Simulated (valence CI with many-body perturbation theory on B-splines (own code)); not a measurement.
# How close is CI+MBPT for Ni5+?

Calculated by relativistic CI+MBPT: five valence electrons over a frozen Dirac-Fock core [Ar], radial functions for each j: 7 s, 7 p, 8 d, 6 f, 4 g, 1 h, with the one-electron correlation potential Σ1, the two-electron term Σ2, the three-electron term Σ3, Breit, model QED; selected CI, second order for the rest, scaled by the run's own slope (own B-spline code, finite nucleus).

Set against measurement, 54 paired levels are off by 4620 cm⁻¹ on average, the worst by 8907. These come from a selection out of Corliss and Sugar, J. Phys. Chem. Ref. Data 10, 197 (1981). Levels without a partner in it may be off by more, other configurations by 1,000 to 8,000 cm⁻¹. Among the levels kept, up to 1300 cm⁻¹ of a level comes from second order outside the variational space, and about a tenth of that is noise between levels of different J, which matters for small intervals. The list stops below the first excitations out of the core.

Measured levels: Corliss and Sugar, J. Phys. Chem. Ref. Data 10, 197 (1981). Pairs share parity and J, and are chosen by configuration, term and nearness in energy; levels without a clear partner are left out. Some J values that the scan of the source had lost were assigned by a fit. Energies in cm⁻¹ above the measured ground level.

Names give the largest LS component (configuration and term), which can be under half, so a name can repeat, a term be missing and a line seem to break the LS rules; names also repeat where a configuration has a term twice. Letters in brackets count levels of one name in rising energy.

```tsv
Computed label	Label in the source	Measured	Computed	Difference
3d5 6S_5/2	3d5 6S	0	0.0	0
3d5 4G_11/2	3d5 4G	41920.9	40803.5	-1117
3d5 4P_5/2	3d5 4P	45884.2	45868.3	-16
3d5 4P_3/2	3d5 4P	46104.4	46088.9	-16
3d5 4P_1/2	3d5 4P	46324.8	46331.6	+7
3d5 4D_7/2	3d5 4D	50331	49824.6	-506
3d5 2I_11/2	3d5 2I	61196	58961.2	-2235
3d5 2I_13/2	3d5 2I	61279.5	59032.0	-2247
3d5 2D_5/2 [a]	3d5 2D3	64152.4	63757.3	-395
3d5 2D_3/2 [a]	3d5 2D3	65173.5	64798.8	-375
3d5 2F_7/2 [a]	3d5 2F1	67085.1	66499.6	-586
3d5 2F_5/2 [a]	3d5	69447	68824.2	-623
3d5 2H_9/2	3d5 2H	72908.8	71485.0	-1424
3d5 2H_11/2	3d5 2H	73756.6	72237.1	-1520
3d5 2G_7/2 [a]	3d5 2G2	74627.7	73365.5	-1262
3d5 2G_9/2 [a]	3d5 2G2	75441.7	74102.8	-1339
3d5 2F_5/2 [b]	3d5 2F2	79391.4	78470.6	-921
3d5 2F_7/2 [b]	3d5 2F2	79608.3	78681.3	-927
3d5 2S_1/2	3d5 2S	86532.1	86169.9	-362
3d5 2D_3/2 [b]	3d5 2D2	96461.2	95974.5	-487
3d5 2D_5/2 [b]	3d5 2D2	96566.5	96060.2	-506
3d5 2P_3/2	3d5 2P	129951.6	129396.7	-555
3d5 2P_1/2	3d5 2P	130025.9	129468.4	-557
3d5 2D_5/2 [c]	3d5 2D1	140922.2	140438.3	-484
3d5 2D_3/2 [c]	3d5 2D1	141006.8	140507.1	-500
3d4.4s 6D_1/2	3d4(5D) 4s 6D	295882.7	288788.8	-7094
3d4.4s 6D_3/2	3d4(5D) 4s 6D	296198.1	289099.2	-7099
3d4.4s 6D_5/2	3d4(5D) 4s 6D	296696.7	289591.2	-7106
3d4.4s 6D_7/2	3d4(5D) 4s 6D	297350.5	290238.0	-7112
3d4.4s 6D_9/2	3d4(5D) 4s 6D	298130.5	291011.5	-7119
3d4.4s 4D_1/2 [a]	3d4(5D) 4s 4D	307843.9	300234.4	-7610
3d4.4s 4D_3/2 [a]	3d4(5D) 4s 4D	308323.8	300704.6	-7619
3d4.4s 4D_5/2 [a]	3d4(5D) 4s 4D	309054.9	301425.2	-7630
3d4.4s 4D_7/2 [a]	3d4(5D) 4s 4D	309977.1	302335.4	-7642
3d4.4s 4P_1/2 [a]	3d4(3P2) 4s 4P	328437.2	321617.8	-6819
3d4.4s 4H_7/2	3d4(3H) 4s 4H	329486.2	321057.2	-8429
3d4.4s 4H_9/2	3d4(3H) 4s 4H	329754.2	321331.6	-8423
3d4.4s 4P_3/2 [a]	3d4(3P2) 4s 4P	330001.6	323144.2	-6857
3d4.4s 4H_11/2	3d4(3H) 4s 4H	330141	321707.7	-8433
3d4.4s 4H_13/2	3d4(3H) 4s 4H	330580.5	322134.9	-8446
3d4.4s 4F_7/2 [a]	3d4(3F2) 4s 4F	332175.4	324716.7	-7459
3d4.4s 4F_9/2 [a]	3d4(3F2) 4s 4F	332343.6	324874.6	-7469
3d4.4s 4P_5/2 [a]	3d4(3P2) 4s 4P	332344.8	325454.2	-6891
3d4.4s 4G_5/2	3d4(3G) 4s 4G	335384.5	327554.0	-7831
3d4.4s 4G_7/2	3d4(3G) 4s 4G	335976	328135.2	-7841
3d4.4s 4G_9/2	3d4(3G) 4s 4G	336344.9	328632.2	-7713
3d4.4s 2P_1/2	3d4(3P2) 4s 2P	336404.8	329209.8	-7195
3d4.4s 4G_11/2	3d4(3G) 4s 4G	336430.4	328291.2	-8139
3d4.4s 2H_9/2	3d4(3H) 4s 2H	337007.7	328101.2	-8907
3d4.4s 2H_11/2	3d4(3H) 4s 2H	337993.9	329452.0	-8542
3d4.4s 2P_3/2 [a]	3d4(3P2) 4s 2P	339260.1	332008.9	-7251
3d4.4s 2F_7/2 [a]	3d4(3F2) 4s 2F	339335.8	331577.0	-7759
3d4.4s 2F_5/2 [a]	3d4(3F2) 4s 2F	339482.4	331758.0	-7724
3d4.4s 2G_7/2 [a]	3d4(3G) 4s 2G	343052	334898.7	-8153
3d4.4s 2G_9/2 [a]	3d4(3G) 4s 2G	343842.6	335612.3	-8230
```

Over 54 excited levels the mean absolute difference is 4620 cm⁻¹, the median 6992 and the largest 8907. The comparison draws on a selection of the measured levels: 55 of the 98 computed ones have a partner in it, and others may be off by more.
